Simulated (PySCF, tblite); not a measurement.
Compound: CF4NO4S2 (charge -1).
Atom-mapped SMILES: `[O:1]=[S:2](=[O:3])([F:4])[N-:5][S:6](=[O:7])(=[O:8])[C:9]([F:10])([F:11])[F:12]`

Structure optimised with GFN2-xTB, isolated species.

(1) List the bond lengths, angles and torsions at this level.

## Answers

(1) 
| bond | length (Å) |
| --- | --- |
| O1=S2, S2=O3 | 1.424 |
| S2–F4 | 1.656 |
| S2–N5 | 1.571 |
| N5–S6 | 1.571 |
| S6=O7, S6=O8 | 1.432 |
| S6–C9 | 1.911 |
| C9–F10 | 1.339 |
| C9–F11 | 1.350 |
| C9–F12 | 1.330 |

Bonds in one row agree within 0.01 Å and their mean is given. A selection of angles:
| angle | degrees |
| --- | --- |
| O1–S2–O3 | 118.0 |
| O1–S2–F4 | 104.6 |
| O1–S2–N5 | 114.0 |
| O3–S2–F4 | 102.5 |
| F4–S2–N5 | 102.7 |
| S2–N5–S6 | 110.2 |
| N5–S6–O7 | 116.2 |
| N5–S6–O8 | 110.7 |
| N5–S6–C9 | 103.4 |
| O7–S6–O8 | 116.3 |
| O7–S6–C9 | 105.5 |
| O8–S6–C9 | 102.7 |
| S6–C9–F10 | 111.9 |
| S6–C9–F11 | 109.5 |
| S6–C9–F12 | 115.4 |
| F10–C9–F11 | 105.4 |
| F10–C9–F12 | 108.5 |

Dihedral angles: O1–S2–N5–S6 -31° (synclinal); S2–N5–S6–O7 -43° (synclinal); N5–S6–C9–F10 10° (synperiplanar). The mirror-image conformer, all signs reversed, is as good.

Of the pairs four or more bonds apart, O1···C9 is among the closest relative to their van der Waals radii: 2.73 Å, 85 % of the sum of Bondi's values. S2 (sulfonyl sulfur) is distorted tetrahedral (angles from 102.5° to 118.0°). S6 (sulfonyl sulfur) is distorted tetrahedral (angles from 102.7° to 116.3°). N5 (nitrogen bonded to 2 S) is bent (angle 110.2°). The C–F distances run from 1.330 Å (C9–F12, drawn single) to 1.350 Å (C9–F11, drawn single), a spread of 0.020 Å.

Point group: C1 (no symmetry element, even within 0.4 Å). Its GFN2-xTB frequencies are all real (lowest 49 cm⁻¹). 3 starts were optimised and ended at 0.00, 0.00 and 1.30 kcal/mol (GFN2-xTB); the lowest of these is shown.

The numbers are calculated, not measured.
